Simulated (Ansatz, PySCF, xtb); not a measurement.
Bond stretch in OH (cation, charge +1), triplet.

Methods: UHF/STO-3G = unrestricted Hartree-Fock/STO-3G run with PySCF 2.14.0; UKS-B3LYP/6-31G* = PySCF 2.14.0 with unrestricted B3LYP/6-31G*, spherical d; GFN1-xTB (xtb); FCI = full CI/aug-cc-pVDZ, frozen core (Ansatz, a program for electronic structure).

Energies relative to the lowest point of each curve near equilibrium, in mEh; the last columns give the difference from FCI:

```tsv
R / Å	UHF/STO-3G	UKS-B3LYP/6-31G*	GFN1-xTB	FCI	UHF/STO-3G − FCI	UKS-B3LYP/6-31G* − FCI	GFN1-xTB − FCI
0.79	122.6	73.2	64.8	69.9	52.7	3.3	-5.1
0.82	92.0	52.3	46.1	49.6	42.5	2.7	-3.4
0.89	42.2	20.5	18.3	18.8	23.4	1.7	-0.6
0.95	17.5	6.6	6.2	5.6	11.9	0.9	0.5
0.97	12.1	3.9	3.8	3.2	8.9	0.7	0.6
1.01	4.5	0.7	0.9	0.5	4.1	0.3	0.4
1.04	1.4	0.0	0.1	0.0	1.4	0.0	0.1
1.06	0.2	0.1	0.0	0.3	-0.1	-0.2	-0.3
1.10	0.0	1.6	0.9	2.0	-2.0	-0.5	-1.2
1.14	2.0	4.3	2.9	5.0	-3.1	-0.7	-2.2
1.21	9.2	11.2	8.2	12.2	-3.0	-1.1	-4.0
1.28	19.6	19.6	15.1	21.0	-1.3	-1.3	-5.8
1.38	36.9	32.8	25.8	34.6	2.3	-1.8	-8.8
1.53	62.2	52.2	41.6	55.2	7.0	-3.0	-13.6
1.71	87.2	72.3	58.3	77.9	9.4	-5.5	-19.6
1.84	101.3	84.1	68.3	92.3	9.0	-8.2	-24.0
2.05	117.9	98.6	80.7	112.1	5.8	-13.6	-31.5
2.28	128.7	109.5	89.9	129.5	-0.7	-20.0	-39.6
2.54	134.7	117.5	96.5	144.4	-9.7	-26.9	-48.0
2.84	137.4	122.9	100.9	156.9	-19.5	-34.0	-55.9
3.10	138.2	125.3	103.0	164.3	-26.1	-39.0	-61.3
3.58	138.5	126.4	—	172.0	-33.5	-45.6	—
4.10	138.6	125.3	—	175.0	-36.4	-49.7	—
```

UHF/STO-3G is furthest from FCI at 0.79 (52.7 mEh, above); its mean absolute difference over the points is 13.6 mEh.

UKS-B3LYP/6-31G* is furthest from FCI at 4.10 (-49.7 mEh, below); its mean absolute difference over the points is 11.3 mEh.

GFN1-xTB is furthest from FCI at 3.10 (-61.3 mEh, below); its mean absolute difference over the points is 15.5 mEh.

Dashes: no converged value, or the column stops at the first point that the program doubted or that broke a chosen test of continuity, which isn't proof of a fault.

The unrestricted determinant behind UHF/STO-3G is spin-contaminated at 1.38 to 4.10 Å (<S²> up to 3.0, against 2.00 for a pure triplet). The unrestricted determinant behind UKS-B3LYP/6-31G* is spin-contaminated at 1.71 to 4.10 Å (<S²> up to 2.5, against 2.00 for a pure triplet).
